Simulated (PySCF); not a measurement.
Computed IR spectrum (relative IR intensity) of a molecule C4H10BN. Geometry optimised at PBE-D3(BJ)/def2-SVP. The values are those of a single conformer. These are PBE-D3(BJ)/def2-SVP run with PySCF 2.14.0 values and carry that method's errors. Frequencies are harmonic and unscaled.

| ν (cm⁻¹) | relative intensity |
|---|---|
| 286 | 2.9 |
| 504 | 68 |
| 547 | 8.8 |
| 945 | 5.6 |
| 1063 | 6.7 |
| 1134 | 2.6 |
| 1158 | 17 |
| 1228 | 8.9 |
| 1297 | 9.2 |
| 1337 | 2.7 |
| 1344 | 5.7 |
| 1359 | 9.2 |
| 1413 | 4.4 |
| 1427 | 29 |
| 1559 | 100 |
| 2951 | 16 |
| 2968 | 11 |
| 2977 | 9.8 |
| 3037 | 4.5 |
| 3040 | 42 |
| 3043 | 7.2 |
| 3504 | 8.6 |
| 3604 | 10 |

Identify the compound among the candidates.
(A) CC1CB(N)C1
(B) CB(N)C1CC1
(C) C/C=C/B(C)N
(D) C=CBN(C)C

A, CC1CB(N)C1
